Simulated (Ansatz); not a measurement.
Reaction (atomization): `C[NH][GeH]([Cl])[Cl]` → C• + 2 Cl• + Ge• + 5 H• + N•

Isolated molecules relaxed with PBE0-D4/def2-TZVP in Ansatz; ΔE leaves out vibrations. CCSD(T)/CBS is the MP2 limit (def2-TZVPP, def2-QZVPP) plus CCSD(T) − MP2 in def2-TZVPP, frozen cores. This one scheme is used for every species, atoms too. Functionals use def2-TZVPP. B3LYP here is the variant with VWN-RPA as its local correlation; programs differ in this. Open shells (•) are unrestricted, without spin–orbit coupling. Spin–orbit coupling would lower the free atoms: a little for C, Cl; clearly for Ge. Bonds to Ge are less sure, by a few kJ/mol each and by 10 to 20 or more in all where they break to atoms, as the def2 sets lack core-valence functions. Scalar relativity is left out up to krypton. Each species was taken in one conformer, which may not be the lowest.

What is ΔE at CCSD(T)/CBS? (Estimate.)

Computed: +34.37 eV.

What do these levels give: LDA (SPW92), B3LYP-D4, ωB97X-V, PBE, HF/def2-SVP, SCS-MP2/def2-QZVPP? (Best estimate.)

Ansatz gave: LDA (SPW92) 39.41, B3LYP-D4 34.13, ωB97X-V 34.55, PBE 34.63, HF/def2-SVP 24.37, SCS-MP2/def2-QZVPP 34.47 eV.

Largest T1 diagnostic among the species: 0.010.

The D4 term adds +0.44 eV with B3LYP and +0.23 eV with PBE0; it sums over pairs of atoms, weighted by their polarisabilities, and B3LYP, whose exchange is more repulsive, gets the larger term. From BLYP to BHLYP (50 % exact exchange), in def2-TZVPP and without D4, ΔE moves by −0.54 eV: exact exchange takes away binding that semilocal exchange gives to molecules. In def2-TZVPP, CCSD(T) changes the Hartree–Fock value by +9.11 eV (the triples alone add +0.58 eV) and MP2 by +9.67 eV; breaking electron pairs costs correlation energy, which Hartree–Fock lacks.

For atomizations the MP2-based limit and the directly extrapolated one differ by several kJ/mol either way, and by 10 to 25 for some Ge, Se and Sn compounds, so smaller differences from it don't rank the levels.
